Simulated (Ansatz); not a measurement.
Consider the redistribution: `NB(F)Br` + `[SeH][SiH]1[NH][AlH]1` → `NB(F)[SeH]` + `Br[SiH]1[NH][AlH]1`.

Calculated with Ansatz (gas phase, PBE0-D4/def2-TZVP geometries, no zero-point term in ΔE). CCSD(T)/CBS adds triple-zeta CCSD(T) − MP2 to the extrapolated MP2 energy (def2 sets, frozen cores). DFT in def2-TZVPP. HSE06 is defined as in plane-wave codes. For Br, Se outer-core shells are correlated without core-valence functions, which leaves a few kJ/mol of doubt a bond. Scalar relativity is left out up to krypton. One conformer a species, not always the lowest.

`NB(F)Br`:

Z-matrix (Å, degrees):
```
N
B 1 1.386
H 1 1.003 2 122.8
H 1 1.006 2 121.9 3 180.0
F 2 1.326 1 121.0 3 -180.0
Br 2 1.931 1 120.9 3 0.0
```

`[SeH][SiH]1[NH][AlH]1`:

```xyz
8

Se   -0.928   -2.143   -0.830
Si   -0.017   -0.052   -0.634
N    -0.106    0.726    0.935
Al    1.660    0.551    0.818
H    -2.006   -1.703   -1.725
H    -0.607    0.711   -1.769
H    -0.904    1.028    1.475
H     2.906    0.882    1.729
```

`NB(F)[SeH]`:

Cartesian coordinates in Å:
```
N -0.553 -1.096 -0.059
B -0.041 0.191 -0.199
F -0.389 0.921 -1.261
Se 1.185 0.955 1.137
H -0.337 -1.705 0.709
H -1.180 -1.488 -0.741
H 1.315 2.223 0.414
```

`Br[SiH]1[NH][AlH]1`:

Cartesian coordinates in Å:
```
Br 1.537 2.106 -1.068
Si -0.200 0.779 -0.559
N 0.211 -0.870 -0.171
Al -0.444 -0.371 1.410
H -1.112 0.977 -1.717
H 0.643 -1.594 -0.726
H -0.636 -1.027 2.831
```

| level | ΔE (kJ/mol) |
| --- | --- |
| r2SCAN0 | -9.9 |
| HSE06 | -9.0 |
| BHLYP | -11.9 |
| MP2/def2-TZVPP | -8.6 |
| SCS-MP2/def2-TZVPP | -9.5 |
| CCSD(T)/def2-TZVPP | -8.6 |
| SCS-MP2/def2-QZVPP | -10.0 |
| MP2/CBS(def2) | -9.6 |

Q: What does CCSD(T)/CBS give? (Estimate.)

A: The calculation gave: -9.5 kJ/mol. The listed levels differ from it by -0.4, 0.5, -2.4, 0.9, 0.0, 0.9, -0.5, -0.1 kJ/mol.

Largest T1 diagnostic among the species: 0.012.

At CCSD(T), def2-SVP lies +4.0 kJ/mol from the extrapolated value and def2-TZVPP +0.9 kJ/mol. Leaving LDA and LC-ωPBE aside and taking each functional with its dispersion term where it has one, the values, not all of them listed here, spread over 3.7 kJ/mol, from CAM-B3LYP-D4 to revPBE-D4.
